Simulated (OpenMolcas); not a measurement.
## W III: effect of the basis set

| Item | Value |
| --- | --- |
| Program | OpenMolcas |
| Method | SS-CASPT2, IPEA 0.25 Eh, imaginary shift 0.1 Eh (closed shells correlated: 5s 5p) |
| Active space | 4 electrons in 5 orbitals (5d) |
| State averaging | 2S+1 = 5 even, 5 roots; 2S+1 = 3 even, 45 roots; 2S+1 = 1 even, 50 roots |
| Spin-orbit coupling | state interaction with AMFI integrals over the reference wave functions, term energies averaged over their components |

A. ANO-R1 [7s5p4d2f], X2C, finite nucleus; CASPT2 step of the order of 11 core-seconds
B. ANO-RCC-VDZP [7s6p4d2f1g], DKH2, point nucleus; CASPT2 step of the order of 19 core-seconds
C. ANO-R2 [8s6p5d3f2g], X2C, finite nucleus; CASPT2 step of the order of 50 core-seconds
D. ANO-RCC-VTZP [8s7p5d3f2g1h], DKH2, point nucleus; CASPT2 step about 70 core-seconds
E. ANO-R3 [9s7p6d4f3g2h], X2C, finite nucleus; CASPT2 step of the order of 3 core-minutes
F. ANO-RCC-VQZP [9s8p6d4f3g2h], DKH2, point nucleus; CASPT2 step about 100 core-seconds

Energies in cm-1 above 5d4 5D0, the measured ground level; measured values from NIST levels as listed in McCann et al., Mon. Not. R. Astron. Soc. 538, 537 (2025).

| Level | A | B | C | D | E | F | Measured |
| --- | --- | --- | --- | --- | --- | --- | --- |
| 5d4 5D0 [68 %] | 0.0 | 0.0 | 0.0 | 0.0 | 0.0 | 0.0 | 0.0 |
| 5d4 5D1 | 2360 | 2450 | 2350 | 2210 | 2400 | 2400 | 2256 |
| 5d4 5D2 | 4750 | 4890 | 4670 | 4440 | 4720 | 4750 | 4461 |
| 5d4 5D3 | 6770 | 6960 | 6610 | 6360 | 6640 | 6680 | 6278 |
| 5d4 5D4 | 8410 | 8620 | 8130 | 7920 | 8110 | 8170 | 7687 |
| 5d4 3P0(1) [59 %] | 12590 | 12870 | 12030 | 12100 | 11850 | 11980 | 9904 |
| 5d4 3H4 [57 %] | 16090 | 16140 | 14920 | 15150 | 14520 | 14690 | 13701 |
| 5d4 3P1(1) | 16780 | 17200 | 15970 | 16070 | 15740 | 15910 | 12881 |
| 5d4 3F2(1) [72 %] | 18450 | 18630 | 17260 | 17580 | 16920 | 17080 |  |
| 5d4 3G3 [53 %] | 18620 | 18710 | 17390 | 17670 | 17040 | 17220 |  |
| 5d4 3H5 | 19440 | 19570 | 18060 | 18270 | 17630 | 17830 |  |
| 5d4 3H6 | 21130 | 21320 | 19620 | 19850 | 19140 | 19370 |  |
| 5d4 3P2(1) [72 %] | 21560 | 21970 | 20520 | 20660 | 20220 | 20440 |  |
| 5d4 3F3(1) [55 %] | 24190 | 24430 | 22810 | 23030 | 22440 | 22660 |  |
| 5d4 3D3 [71 %] | 26100 | 26120 | 24670 | 24940 | 24270 | 24530 |  |
| 5d4 3G5 | 27060 | 27320 | 25470 | 25630 | 25040 | 25320 |  |
| 5d4 3D1 | 28650 | 28740 | 27240 | 27430 | 26860 | 27130 |  |
| 5d4 1I6 | 29440 | 29780 | 27430 | 27780 | 26810 | 27160 |  |
| 5d4 1S0(1) | 32140 | 32390 | 31280 | 31430 | 30900 | 31200 |  |
| 5d4 1G4(1) [54 %] | 32280 | 32600 | 30800 | 30950 | 30320 | 30610 |  |
| 5d4 1F3 [72 %] | 35140 | 35260 | 32860 | 33400 | 32320 | 32670 |  |
| 5d4 3P2(2) | 38950 | 38670 | 36550 | 37160 | 36000 | 36310 |  |
| 5d4 3F4(2) [72 %] | 41170 | 41030 | 38740 | 39340 | 38190 | 38510 |  |
| 5d4 3F2(2) | 42340 | 42270 | 39880 | 40490 | 39360 | 39720 |  |

Deviations, from unrounded energies. A percentage is the sum of absolute deviations over the sum of measured energies, with the sign that they share, or ± where signs differ.

```tsv
Against measurement	Levels	A	B	C	D	E	F
mean absolute deviation (cm-1)	7	1500	1700	1100	1000	970	1100
fine structure of the ground term (%)	4	+7.8	+10.9	+5.2	±1.8	+5.7	+6.4
other terms of the ground configuration (%)	3	+24.6	+26.7	+17.6	+18.7	+15.4	+16.7
```

E lies closest to measurement on these levels and B furthest from it. The largest miss of E in the table is 5d4 3P1(1), by +2900 cm-1. The ranking rests on the paired levels alone, and a cruder setting can come out closer through cancelling errors.

The two smallest mean deviations differ by little beside CASPT2's spread within terms, so their order carries little weight.

Among A to F the level of the table that moves most is 5d4 3F2(2), by 3000 cm-1 (lowest in E, highest in A). Moves below CASPT2's spread within the term are not significant.

Term energies are means over components that CASPT2 splits; among the terms shown or strongly mixed into the levels shown the widest spread is 830 cm-1 (5d4 1G(2), E). Over all roots computed the reference weight is 0.91 to 0.96 in A, 0.90 to 0.95 in C, 0.90 to 0.95 in D, 0.89 to 0.95 in E, 0.90 to 0.95 in F; the roots of lowest weight are the least certain, and an intruder state may touch them. Configurations with an s electron lie low in 5d ions of this charge, fall among these levels and mix in, so low-spin terms can stand far too high, up to twice their true height, and weights are not those of the real levels. Some terms miss by over 15 % even with CASPT2, which points to a basis or an active space too small for the shells correlated. The CASPT2 spread within a term exceeds the gap to the next term for 5d4 1G(1) and 5d4 1I, so the order of their levels is uncertain (figures for A; the like holds for B, C, D, E, F). Some levels mix across a computed gap that differs much from the measured one, so their mixing is not that of the real levels (holds for A; B; D). Computed and measured levels are paired by configuration, term and J; levels that our copy of the source lacks, or whose pairing is in doubt (as where it misses far off the trend of its configuration), stay unpaired and out of the deviations. Levels of configurations outside the active space are missing. Levels that lie high or do not pair safely by name in every column are left out.

A share in square brackets marks a mixed level and gives the weight of the term that names it, the lowest over the columns. A number in round brackets counts repeated terms of one configuration in the order of the reference energies.
